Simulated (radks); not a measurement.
Spin polarisation of the 3d5 shell in neutral chromium. Start: [Ar] 3d(up 2.5, down 2.5) 4s(up 0.5, down 0.5); electrons of 3d are moved from spin down to spin up, other shells keep equal spins. Method: scalar-relativistic Kohn-Sham, r2SCAN, spin-polarised, spherical densities, finite nucleus; meta-GGA in the generalised Kohn-Sham scheme; Fermi nuclear charge, rms radius of each element as measured or else 0.836 A^(1/3) + 0.57 fm; computed with a radial shooting solver on a logarithmic mesh with Libxc functionals.

moment (Bohr magnetons)  E - E(0) (eV)  e(3d up) (eV)  e(3d down) (eV)  4s down minus up (eV)  3p down minus up (eV)
0                                0.000         -2.812           -2.812                 0.000                 0.000
1                               -0.255         -3.293           -2.272                  0.251                  1.197
2                               -1.019         -3.709           -1.678                  0.504                  2.388
3                               -2.283         -4.044           -1.024                  0.760                  3.560
4                               -4.033         -4.269           -0.292                  1.017                  4.690

At moment 4 the spin-polarisation energy is -4.033 eV and the 3d exchange splitting 3.978 eV, that is 0.994 eV per Bohr magneton; E = -I m^2/4 would give I = 1.008 eV.
